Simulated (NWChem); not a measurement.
System: CH2ClFO2Si; SMILES O=C[Si@](O)(F)Cl

Excerpt of the output:

```
             Northwest Computational Chemistry Package (NWChem) 7.3.0
             --------------------------------------------------------

                             Geometry "geometry" -> ""
                             -------------------------

 Output coordinates in angstroms (scale by  1.889725989 to convert to a.u.)

  No.       Tag          Charge          X              Y              Z
 ---- ---------------- ---------- -------------- -------------- --------------
    1 O                    8.0000     0.62084400     2.37858100    -0.28071900
    2 C                    6.0000     0.66038100     1.45173000     0.51213000
    3 Si                  14.0000    -0.36438200    -0.10339700     0.04975800
    4 O                    8.0000    -1.01500700     0.23662000    -1.40984800
    5 F                    9.0000    -1.49782500    -0.36765500     1.15153400
    6 Cl                  17.0000     0.82281600    -1.77551700    -0.00528000
    7 H                    1.0000     1.27183500     1.53347300     1.43704400
    8 H                    1.0000    -0.79799400     1.14715100    -1.68154500

 Effective nuclear repulsion energy (a.u.)     372.2174332651

                                 NWChem DFT Module
                                 -----------------

 Summary of "ao basis" -> "ao basis" (spherical)
 ------------------------------------------------------------------------------
       Tag                 Description            Shells   Functions and Types
 ---------------- ------------------------------  ------  ---------------------
 O                           6-31g*                  6       14   3s2p1d
 C                           6-31g*                  6       14   3s2p1d
 Si                          6-31g*                  8       18   4s3p1d
 F                           6-31g*                  6       14   3s2p1d
 Cl                          6-31g*                  8       18   4s3p1d
 H                           6-31g*                  2        2   2s

 in cosmo_initialize ...
 calling solv_data for solv:toluene

 solvent parameters
 solvname_short: toluene
 solvname_long:  toluene
 dielec:        2.3741
 dielecinf:     2.2383
 nonaqueous SMD model solvent descriptors
 dielec:        2.3741
 sola:          0.0000
 solb:          0.1400
 solc:          0.8570
 solg:         40.2000
 solh:          0.0000
 soln:          1.4961

[...]

                                COSMO-SMD solvation results
                                ---------------------------

             internal energy in gas <Psi(g)|H|Psi(g)> =     -1039.411620937422
         internal energy in solvent <Psi(s)|H|Psi(s)> =     -1039.411345054517
                               delta internal energy  =         0.000275882904 (    0.17 kcal/mol)
   total free energy in solvent <Psi(s)|H+V/2|Psi(s)> =     -1039.415762881108
 polarization energy contribution <Psi(s)|V/2|Psi(s)> =        -0.004417826591 (   -2.77 kcal/mol)
    total free energy in solvent including G(SMD-CDS) =     -1039.418045457144
                       G(SMD-CDS) energy contribution =        -0.002282576036 (   -1.43 kcal/mol)
     1 M fixed-concentration free energy of solvation =        -0.006424519722 (   -4.03 kcal/mol)

                       DFT Final Molecular Orbital Analysis
                       ------------------------------------

 Vector   30  Occ=2.000000D+00  E=-3.522849D-01
              MO Center=  7.3D-01, -1.5D+00,  3.0D-03, r^2= 2.0D+00
   Bfn.  Coefficient  Atom+Function         Bfn.  Coefficient  Atom+Function
  ----- ------------  ---------------      ----- ------------  ---------------
    81      0.586610  6 Cl px                82      0.359578  6 Cl py
    85      0.312147  6 Cl px                77     -0.229329  6 Cl px
    86      0.192317  6 Cl py                78     -0.140984  6 Cl py
     5      0.111125  1 O  pz                83      0.092402  6 Cl pz
     9      0.077428  1 O  pz                64     -0.077522  5 F  py

 Vector   31  Occ=2.000000D+00  E=-3.386473D-01
              MO Center=  9.9D-02, -1.0D+00, -4.4D-01, r^2= 3.2D+00
   Bfn.  Coefficient  Atom+Function         Bfn.  Coefficient  Atom+Function
  ----- ------------  ---------------      ----- ------------  ---------------
    83      0.565742  6 Cl pz                49      0.336025  4 O  px
    87      0.300131  6 Cl pz                53      0.253503  4 O  px
    79     -0.220432  6 Cl pz                50     -0.136980  4 O  py
    82     -0.136343  6 Cl py                51     -0.135581  4 O  pz
    54     -0.102805  4 O  py                55     -0.102496  4 O  pz

 Vector   32  Occ=2.000000D+00  E=-2.699693D-01
              MO Center=  5.6D-01,  1.6D+00,  1.0D-01, r^2= 2.5D+00
   Bfn.  Coefficient  Atom+Function         Bfn.  Coefficient  Atom+Function
  ----- ------------  ---------------      ----- ------------  ---------------
     3      0.325434  1 O  px                 4      0.304318  1 O  py
     5      0.281804  1 O  pz                94     -0.253430  7 H  s
     7      0.243151  1 O  px                 8      0.230119  1 O  py
     9      0.209275  1 O  pz                34      0.203702  3 Si s
    36      0.196649  3 Si py                93     -0.184403  7 H  s

 Vector   33  Occ=0.000000D+00  E=-7.998131D-02
              MO Center=  5.2D-01,  1.5D+00,  2.4D-01, r^2= 2.1D+00
   Bfn.  Coefficient  Atom+Function         Bfn.  Coefficient  Atom+Function
  ----- ------------  ---------------      ----- ------------  ---------------
    21      0.384249  2 C  px                17      0.353858  2 C  px
     3     -0.336806  1 O  px                 7     -0.335422  1 O  px
    23     -0.221520  2 C  pz                19     -0.215320  2 C  pz
     9      0.205577  1 O  pz                 5      0.203483  1 O  pz
    22     -0.181871  2 C  py                18     -0.166278  2 C  py

[...]
```

Level: B3LYP/6-31G* (spherical d), SMD on the gas-phase geometry. Structure relaxed at the B3LYP/6-31G* (spherical d) level. Solvent: toluene.

**Question.** Reconstruct the input file.

**Answer.** One answer among several that fit: the input that was run:
```
start job
memory heap 200 mb stack 900 mb global 1100 mb
geometry units angstroms noautosym nocenter noautoz
  O      0.620844     2.378581    -0.280719
  C      0.660381     1.451730     0.512130
  Si    -0.364382    -0.103397     0.049758
  O     -1.015007     0.236620    -1.409848
  F     -1.497825    -0.367655     1.151534
  Cl     0.822816    -1.775517    -0.005280
  H      1.271835     1.533473     1.437044
  H     -0.797994     1.147151    -1.681545
end
basis spherical
  * library 6-31g*
end
dft
  xc b3lyp
  iterations 150
end
cosmo
  do_cosmo_smd true
  solvent toluene
end
task dft energy
```
